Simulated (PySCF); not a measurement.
## How methods differ on the excitation energy of Os²⁺

Os²⁺ [Xe] 4f14 5d6 (5D) → Os²⁺ [Xe] 4f14 5d5 6s1 (7S), as a difference of total energies. All numbers are calculated (PySCF 2.14, scalar relativity through the core potential, in def2-TZVPPD with the def2 core potential (60 electrons)). Correlated levels: valence: 5s2 5p6 frozen. The calculations carry no spin-orbit coupling.

```json
{"method": "UHF", "excitation energy (eV)": "-0.537"}
{"method": "MP2 (valence)", "excitation energy (eV)": "0.048"}
{"method": "SCS-MP2 (valence)", "excitation energy (eV)": "0.656"}
{"method": "CCSD (valence)", "excitation energy (eV)": "0.081"}
{"method": "CCSD(T) (valence)", "excitation energy (eV)": "0.122"}
```

Q: How much does correlation contribute at CCSD(T) (valence)?

A: 0.122 − (-0.537) = 0.659 eV, measured against UHF.
